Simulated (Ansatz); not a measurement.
Ansatz (a quantum-chemistry and plane-wave program) input (CCSD(T)/6-31G):

Ansatz 0.2 input:
```yaml
crystal:
  periodic: [false, false, false]
  atoms:
    - {symbol: Ge, position_ang: [-0.48126613, -0.17666499, 0.29523770]}
    - {symbol: O, position_ang: [-1.34904094, -1.41144638, -0.45843201]}
    - {symbol: Cl, position_ang: [-0.20794353, 1.71496817, -1.03677717]}
    - {symbol: Cl, position_ang: [1.74869903, -0.71821224, 0.69676833]}
basis:
  gaussian:
    orbitals: 6-31G
total_charge: -1
magnetization: {spin_polarized: true, initial_magnetization: 1}
correlation: {method: ccsd_t, electrons: outside_noble_gas}
```

End of the output:

```
reference -83509.63342029 eV, -3068.9224233331 hartree; 13, 12 occupied and 26, 27 virtual orbitals, 608 factors
second order -6.64536423 eV of doubles, -0.00000000 eV of singles
coupled cluster: 0.13 GiB planned
cycle   1  -7.47977569 eV  change   -2.5e-3 eV  update   7.3e-3
cycle   2  -7.48808930 eV  change   -8.3e-3 eV  update   5.6e-3
cycle   3  -7.49122082 eV  change   -3.1e-3 eV  update   3.5e-3
cycle   4  -7.49353944 eV  change   -2.3e-3 eV  update   1.7e-3
cycle   5  -7.49696695 eV  change   -3.4e-3 eV  update   5.9e-4
cycle   6  -7.49750674 eV  change   -5.4e-4 eV  update   2.5e-4
cycle   7  -7.49753352 eV  change   -2.7e-5 eV  update   1.0e-4
cycle   8  -7.49738600 eV  change    1.5e-4 eV  update   5.4e-5
cycle   9  -7.49730402 eV  change    8.2e-5 eV  update   2.6e-5
cycle  10  -7.49729390 eV  change    1.0e-5 eV  update   1.0e-5
perturbative correction -0.21375844 eV, -0.0078554778 hartree
Total energy: -83517.34447263 eV, -3069.2057992798 hartree
```
